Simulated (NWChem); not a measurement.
CH4Se2; SMILES [SeH]C[SeH]

```xyz
7

Se     0.0922    -0.0620     1.6736
C     -0.8951     0.0964     0.0000
Se     0.0922    -0.0620    -1.6736
H      0.8089     1.2121     1.5130
H     -1.5990    -0.7477     0.0000
H     -1.4839     1.0216     0.0000
H      0.8089     1.2121    -1.5130
```
Atoms are numbered in this order, from 1.

Computed with NWChem. Pople sets run with spherical d functions. STO-3G and 3-21G are far too small for this property and stand as cheap habits. Geometry: optimised at PBE0/def2-SVP. GIAO values for the isolated, static molecule; σ is the absolute isotropic shielding, δ = σ(reference) − σ with the isolated reference molecule computed at the same levels (13C: tetramethylsilane, 1H: tetramethylsilane). Spin-orbit effects, on the heavy nuclei and on their neighbours, are missing.

| level | σ Se1 (ppm) | δ C2 (ppm) | δ H4 (ppm) | δ H5 (ppm) | δ H6 (ppm) | relative time |
|---|---|---|---|---|---|---|
| Hartree-Fock/6-31G* | 1861.9 | 16.7 | 2.41 | 2.07 | 3.42 | 9 |
| LDA (Slater exchange, VWN5)/pcSseg-1 | 1480.4 | 34.5 | 2.50 | 2.98 | 4.74 | 8 |
| Hartree-Fock/STO-3G | 2583.7 | 20.2 | -0.15 | 1.08 | 1.11 | 1 |
| PBE0/pcSseg-1 | 1581.3 | 28.3 | 2.35 | 2.61 | 4.26 | 10 |
| BHandHLYP/pcSseg-1 | 1594.6 | 25.8 | 2.28 | 2.38 | 4.02 | 20 |

Times are rough ratios from one shared machine.
